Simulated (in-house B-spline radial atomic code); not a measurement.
RPA and G0W0 on LDA exchange-only: Si7+

Configuration [He] 2s2 2p3, highest spin, mean-field start LDA exchange-only. Computed with an all-electron radial atomic-structure program (B-spline basis): all electrons, scalar-relativistic (spin-free one-electron X2C), finite nucleus, each spin shell either full or empty, empty states to l = 9 with an (l + 1/2)⁻⁴ tail; G0W0 by contour deformation at full frequency.

Command:
```bash
python run_gw.py task.json out
```
Settings (radii: box in bohr, nucleus in fm):
```
Z                        14
electrons                7
configuration            [He] 2s2 2p3
hamiltonian              x2c
method                   lda,
lmax                     9
rms_radius               3.1224
spin_polarised           True
box_radius               8.41
intervals                68
```

Run time, properties included: 1.3 s on 1 thread of Arm Neoverse V1, on a shared host.

Energies (hartree):

```json
{"term": "mean-field total", "value": "-261.67487"}
{"term": "Hartree-Fock functional on these orbitals", "value": "-263.22061"}
{"term": "direct second order", "value": "-0.44039"}
{"term": "second-order exchange", "value": "0.21665"}
{"term": "SOSEX correction", "value": "0.19416"}
```

(1) What is the RPA correlation energy, and what remains with SOSEX?

Quasi-particle levels (eV):

```json
{"level": "2p up", "occupied": "yes", "mean field": "-279.37", "Σx - vxc": "-26.60", "Σc": "?", "QP weight": "?", "G0W0": "?"}
{"level": "2s down", "occupied": "yes", "mean field": "-301.61", "Σx - vxc": "-19.54", "Σc": "-3.11", "QP weight": "0.973", "G0W0": "-324.26"}
{"level": "1s down", "occupied": "yes", "mean field": "-1990.05", "Σx - vxc": "-101.31", "Σc": "18.25", "QP weight": "0.906", "G0W0": "-2073.11"}
{"level": "2p down", "occupied": "no", "mean field": "-262.85", "Σx - vxc": "20.26", "Σc": "-4.25", "QP weight": "0.979", "G0W0": "-246.85"}
```

G0W0 = mean field + (Σx - vxc) + Σc, with Σc (partial-wave tail included) taken at the quasi-particle energy. Levels of low weight are left out.

(2) Where does G0W0 put 2p up?

Results:

(1) RPA gives -0.39508 hartree (-1.54 eV per electron); RPA + SOSEX gives -0.20092, and the second-order doubles -0.22373 hartree (no singles). SOSEX takes back 49 % of the RPA value.

(2) At -303.88 eV, with Σc = 2.08 eV and a quasi-particle weight of 0.967. The tabulated removal energy is 303.59 ± 0.05 eV (NIST, semi-empirical); the calculation leaves out spin-orbit coupling, Breit and QED terms, and what these don't explain is the method's own error.
